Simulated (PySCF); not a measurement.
PySCF job for C2H7IOSi, SMILES C[Si](C)(I)O, TDDFT-PBE/def2-SVPD. The structure is a stationary point at PBE0-D3(BJ)/def2-SVP. The geometry has at least one imaginary mode, so it is a saddle point at that level. The def2 effective core potentials stand for the cores of I; spin–orbit coupling is left out. One conformer was computed; it need not be the lowest.

```python
import numpy as np
from pyscf import gto, scf, dft, tdscf

mol = gto.M(
    atom='''
    C    -1.82381427    0.78859355    1.54949288
    Si   -1.21513912   -0.05509049    0.00000000
    C    -1.82381428    0.78859355   -1.54949288
    O    -1.58049359   -1.68080005    0.00000000
    I     1.24098742    0.01662661   -0.00000000
    H    -2.92572059    0.76737809    1.59314470
    H    -1.43108862    0.28523632    2.44523203
    H    -1.50142767    1.84064640    1.57362684
    H    -1.43108862    0.28523632   -2.44523204
    H    -1.50142766    1.84064639   -1.57362683
    H    -2.92572060    0.76737809   -1.59314469
    H    -2.51419170   -1.91318748    0.00000000
    ''',
    basis='def2-SVPD',
    ecp={'I': 'def2-svp'},
    charge=0,
    spin=0,
    symmetry=True,
    max_memory=1600,
    verbose=4,
)
mf = dft.RKS(mol, xc='pbe').density_fit(auxbasis='def2-universal-jkfit')
mf.grids.level = 3
mf.conv_tol = 1e-9
mf.max_cycle = 100
mf.kernel()
mf.grids = dft.Grids(mol).set(level=1).build(with_non0tab=True)  # coarser grid for the response kernel
td = tdscf.TDDFT(mf)
td.singlet = True
td.nstates = 10
td.conv_tol = 1e-4
td.positive_eig_threshold = 1e-6
td.kernel(x0=td.get_init_guess(mf, 15))
td.analyze()
tt = tdscf.TDA(mf)
tt.singlet = False
tt.nstates = 4
tt.conv_tol = 1e-4
tt.positive_eig_threshold = 1e-6
tt.kernel(x0=tt.get_init_guess(mf, 9))
tt.analyze(verbose=3)
```

Log of the run:

```
PySCF version 2.14.0

[INPUT] verbose = 4
[INPUT] num. atoms = 12
[INPUT] num. electrons = 66
[INPUT] charge = 0
[INPUT] spin (= nelec alpha-beta = 2S) = 0
[INPUT] symmetry True subgroup None
[INPUT] Mole.unit = angstrom
[INPUT] Symbol           X                Y                Z      unit          X                Y                Z       unit  Magmom
[INPUT]  1 C     -1.823814270000   0.788593550000   1.549492880000 AA   -3.446509472374   1.490225833099   2.928117175164 Bohr   0.0
[INPUT]  2 Si    -1.215139120000  -0.055090490000   0.000000000000 AA   -2.296280140045  -0.104105938168   0.000000000000 Bohr   0.0
[INPUT]  3 C     -1.823814280000   0.788593550000  -1.549492880000 AA   -3.446509491271   1.490225833099  -2.928117175164 Bohr   0.0
[INPUT]  4 O     -1.580493590000  -1.680800050000   0.000000000000 AA   -2.986700026731  -3.176251764655   0.000000000000 Bohr   0.0
[INPUT]  5 I      1.240987420000   0.016626610000   0.000000000000 AA    2.345126347831   0.031419739280   0.000000000000 Bohr   0.0
[INPUT]  6 H     -2.925720590000   0.767378090000   1.593144700000 AA   -5.528810632101   1.450134424092   3.010607159802 Bohr   0.0
[INPUT]  7 H     -1.431088620000   0.285236320000   2.445232030000 AA   -2.704365551782   0.539018525579   4.620818847714 Bohr   0.0
[INPUT]  8 H     -1.501427670000   1.840646400000   1.573626840000 AA   -2.837287092144   3.478317588167   2.973723749865 Bohr   0.0
[INPUT]  9 H     -1.431088620000   0.285236320000  -2.445232040000 AA   -2.704365551782   0.539018525579  -4.620818866612 Bohr   0.0
[INPUT] 10 H     -1.501427660000   1.840646390000  -1.573626830000 AA   -2.837287073247   3.478317569269  -2.973723730968 Bohr   0.0
[INPUT] 11 H     -2.925720600000   0.767378090000  -1.593144690000 AA   -5.528810650998   1.450134424092  -3.010607140905 Bohr   0.0
[INPUT] 12 H     -2.514191700000  -1.913187480000   0.000000000000 AA   -4.751133737655  -3.615400362147   0.000000000000 Bohr   0.0

nuclear repulsion = 344.556047072857
point group symmetry = Cs
symmetry origin: [ 2.01034691e-09 -4.02069387e-09  2.01034702e-10]
symmetry axis x: [ 1.00000000e+00 -2.61318463e-09  4.40628400e-10]
symmetry axis y: [-2.61318463e-09 -1.00000000e+00  4.37741895e-09]
symmetry axis z: [-4.40628389e-10  4.37741892e-09  1.00000000e+00]
num. orbitals of irrep A' = 107
num. orbitals of irrep A" = 71
number of shells = 76
number of NR pGTOs = 275
number of NR cGTOs = 178
basis = def2-SVPD
ecp = {'I': 'def2-svp'}


[settings echo left out]
init E= -711.124273327865
HOMO (A") = -0.634520838362086  LUMO (A') = -0.604332259800216  gap/eV = 0.82147
cycle= 1 E= -739.908581566975  delta_E= -28.8  |g|= 3.59  |ddm|= 13.6
HOMO (A') = -0.0359663388140796  LUMO (A') = -0.00750485595781387  gap/eV = 0.77448
cycle= 2 E= -729.697462801668  delta_E= 10.2  |g|= 5.04  |ddm|= 49.4
HOMO (A") = -0.194772502919626  LUMO (A') = -0.186640277621834  gap/eV = 0.22129
cycle= 3 E= -740.258844293173  delta_E= -10.6  |g|= 2.33  |ddm|= 48.4
HOMO (A") = -0.298644301992841  LUMO (A') = -0.0822703688772237  gap/eV = 5.88783
cycle= 4 E= -742.199679070879  delta_E= -1.94  |g|= 0.858  |ddm|= 4.94
HOMO (A") = -0.169962947156515  LUMO (A') = -0.0435157253962036  gap/eV = 3.44080
cycle= 5 E= -742.304000303295  delta_E= -0.104  |g|= 0.565  |ddm|= 1.68
HOMO (A") = -0.226476911608078  LUMO (A') = -0.0283566180764451  gap/eV = 5.39113
cycle= 6 E= -742.398161252351  delta_E= -0.0942  |g|= 0.122  |ddm|= 0.836
HOMO (A") = -0.225020459830478  LUMO (A') = -0.0331770082226056  gap/eV = 5.22033
cycle= 7 E= -742.40078141679  delta_E= -0.00262  |g|= 0.0715  |ddm|= 0.225
HOMO (A") = -0.229822412768414  LUMO (A') = -0.0327823305000124  gap/eV = 5.36173
cycle= 8 E= -742.401893133751  delta_E= -0.00111  |g|= 0.0115  |ddm|= 0.0977
HOMO (A") = -0.228083103011194  LUMO (A') = -0.0320912997500367  gap/eV = 5.33321
cycle= 9 E= -742.401934774605  delta_E= -4.16e-05  |g|= 0.00157  |ddm|= 0.0266
HOMO (A") = -0.228134353234188  LUMO (A') = -0.032172760775098  gap/eV = 5.33239
cycle= 10 E= -742.401935432856  delta_E= -6.58e-07  |g|= 0.000668  |ddm|= 0.00384
HOMO (A") = -0.228120257013414  LUMO (A') = -0.0321462969714158  gap/eV = 5.33272
cycle= 11 E= -742.401935561907  delta_E= -1.29e-07  |g|= 0.00018  |ddm|= 0.00147
HOMO (A") = -0.22812345984013  LUMO (A') = -0.0321539383535742  gap/eV = 5.33260
cycle= 12 E= -742.401935569951  delta_E= -8.04e-09  |g|= 8.17e-05  |ddm|= 0.000488
HOMO (A") = -0.228125921643711  LUMO (A') = -0.0321529855054027  gap/eV = 5.33270
cycle= 13 E= -742.401935572503  delta_E= -2.55e-09  |g|= 1.01e-05  |ddm|= 0.000155
HOMO (A") = -0.228126682023021  LUMO (A') = -0.0321533716060023  gap/eV = 5.33271
cycle= 14 E= -742.401935572531  delta_E= -2.75e-11  |g|= 4.61e-06  |ddm|= 2.51e-05
HOMO (A") = -0.228125628693858  LUMO (A') = -0.0321530671597993  gap/eV = 5.33269
Extra cycle  E= -742.401935572524  delta_E= 6.59e-12  |g|= 6.44e-06  |ddm|= 1.75e-05
converged SCF energy = -742.401935572524
tot grids = 47288
Overwritten attributes  positive_eig_threshold  of <class 'pyscf.tdscf.rks.CasidaTDDFT'>


******** <class 'pyscf.tdscf.rks.CasidaTDDFT'> for <class 'pyscf.df.df_jk.DFSymAdaptedRKS'> ********
nstates = 10 singlet
deg_eia_thresh = 1.000e-03
wfnsym = None
conv_tol = 0.0001
eigh lindep = 1e-12
eigh level_shift = 0
eigh max_cycle = 100


Excitation energies (eV)
[5.42250794 5.52105136 5.63384943 5.73337907 6.36559743 6.46546856
 6.50816716 6.60746786 6.86555987 6.91409021]

** Singlet excitation energies and oscillator strengths **
Excited State   1:   A"      5.42251 eV    228.65 nm  f=0.0215
      33 -> 34        0.62863
      33 -> 35        0.32269
Excited State   2:   A'      5.52105 eV    224.57 nm  f=0.0254
      32 -> 34       -0.64057
      32 -> 35       -0.29537
Excited State   3:   A"      5.63385 eV    220.07 nm  f=0.0031
      33 -> 34        0.32046
      33 -> 35       -0.62735
Excited State   4:   A'      5.73338 eV    216.25 nm  f=0.0061
      32 -> 34       -0.29534
      32 -> 35        0.63838
Excited State   5:   A"      6.36560 eV    194.77 nm  f=0.0305
      31 -> 34       -0.10600
      33 -> 36        0.69763
Excited State   6:   A"      6.46547 eV    191.76 nm  f=0.0219
      31 -> 34       -0.69581
      33 -> 36       -0.10306
Excited State   7:   A'      6.50817 eV    190.51 nm  f=0.0175
      30 -> 34       -0.11571
      32 -> 36       -0.68543
Excited State   8:   A"      6.60747 eV    187.64 nm  f=0.0123
      31 -> 35       -0.70399
Excited State   9:   A'      6.86556 eV    180.59 nm  f=0.0155
      30 -> 34        0.38316
      30 -> 35        0.13708
      33 -> 37        0.57290
Excited State  10:   A"      6.91409 eV    179.32 nm  f=0.0213
      32 -> 37       -0.45880
      33 -> 38       -0.52493

** Transition electric dipole moments (AU) **
state          X           Y           Z        Dip. S.      Osc.
  1         0.0000     -0.0000      0.4026      0.1621      0.0215
  2        -0.1332     -0.4126     -0.0000      0.1880      0.0254
  3         0.0000     -0.0000      0.1509      0.0228      0.0031
  4         0.2004     -0.0552      0.0000      0.0432      0.0061
  5         0.0000      0.0000      0.4421      0.1954      0.0305
  6        -0.0000     -0.0000     -0.3719      0.1383      0.0219
  7         0.1849     -0.2748      0.0000      0.1097      0.0175
  8        -0.0000      0.0000     -0.2754      0.0759      0.0123
  9         0.3033      0.0066     -0.0000      0.0920      0.0155
 10        -0.0000     -0.0000     -0.3546      0.1258      0.0213

WARN: ECP detected. Skipping calculation of transition velocity and magnetic dipole moments, which have not yet been implemented.

Overwritten attributes  positive_eig_threshold  of <class 'pyscf.tdscf.rks.TDA'>


******** <class 'pyscf.tdscf.rks.TDA'> for <class 'pyscf.df.df_jk.DFSymAdaptedRKS'> ********
nstates = 4 triplet
deg_eia_thresh = 1.000e-03
wfnsym = None
conv_tol = 0.0001
eigh lindep = 1e-12
eigh level_shift = 0
eigh max_cycle = 100


Excitation energies (eV)
[5.15998966 5.23295344 5.4575582  5.52449269]

** Triplet excitation energies and oscillator strengths **
Excited State   1:   A"      5.15999 eV    240.28 nm  f=0.0000
Excited State   2:   A'      5.23295 eV    236.93 nm  f=0.0000
Excited State   3:   A"      5.45756 eV    227.18 nm  f=0.0000
Excited State   4:   A'      5.52449 eV    224.43 nm  f=0.0000
```

The calculation finished and met its thresholds.

Cost: about 80 core-seconds (a rough figure).
